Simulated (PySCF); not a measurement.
## Spin-rotation constants: `CN1CC=C1C1CC1`, C$_{7}$H$_{11}$N

Geometry:
```tsv
atom	x (Å)	y (Å)	z (Å)
C1	-1.977	1.305	-0.341
N2	-1.351	0.043	-0.635
C3	-1.878	-1.213	-0.055
C4	-0.453	-1.520	0.323
C5	-0.074	-0.316	-0.142
C6	1.157	0.465	-0.243
C7	2.478	-0.248	-0.375
C8	2.136	0.441	0.903
H9	-1.398	2.106	-0.798
H10	-2.060	1.506	0.737
H11	-2.978	1.307	-0.774
H12	-2.346	-1.857	-0.801
H13	-2.561	-1.051	0.780
H14	0.029	-2.403	0.686
H15	1.043	1.399	-0.778
H16	3.230	0.189	-1.014
H17	2.458	-1.326	-0.392
H18	1.882	-0.171	1.755
H19	2.652	1.355	1.155
```

Level of theory: GIAO HF/pcSseg-1 magnetisability, rotational g tensor and spin-rotation constants, non-relativistic, gas phase in PySCF 2.14.0. Geometry: GFN2-xTB.

Give the nuclear spin-rotation constants along the inertial axes (H = +C I·J) beside the isotropic shieldings.

Rotational constants 4.1408, 1.4573, 1.2079 GHz. A star marks the isotopologue with that one atom substituted, in its own axes.
```
atom  isotope  Caa (kHz)  Cbb (kHz)  Ccc (kHz)  mean (kHz)  σ (ppm)
  N2      14N      0.180      0.125      0.056       0.120    193.1
  H9       1H     -0.247     -0.025     -0.114      -0.129     29.2
 H10       1H     -0.452     -0.154      0.035      -0.190     30.2
 H11       1H      0.128     -0.152     -0.124      -0.050     29.5
 H12       1H     -0.205     -0.103     -0.039      -0.116     28.4
 H13       1H     -0.245     -0.154     -0.004      -0.135     29.1
 H14       1H     -0.251      0.048     -0.140      -0.114     27.5
 H15       1H     -0.424     -0.010     -0.125      -0.186     31.2
 H16       1H     -0.249     -0.132     -0.076      -0.152     31.3
 H17       1H     -0.430      0.001     -0.136      -0.188     31.5
 H18       1H     -0.440     -0.106     -0.050      -0.199     31.8
 H19       1H     -0.325     -0.064     -0.111      -0.167     31.4
  C1     13C*      0.739      0.203      0.186       0.376    157.0
  C3     13C*      0.921      0.224      0.220       0.455    138.4
  C4     13C*      1.557      0.375      0.162       0.698     93.3
  C5     13C*      2.230      0.572      0.243       1.015     14.2
  C6     13C*      0.599      0.112      0.130       0.280    189.4
  C7     13C*      0.452      0.123      0.182       0.252    185.6
```
For the geometry as given, no vibrational averaging.

How do the rotational constants and the g tensor change when H9, H10, H11, H12, H13, H14, H15, H16, H17, H18, H19 are replaced by deuterium?

Constants 3.2240, 1.2268, 1.0125 GHz; g -0.0117, -0.0001, -0.0004, against -0.0148, -0.0002, -0.0005 before.
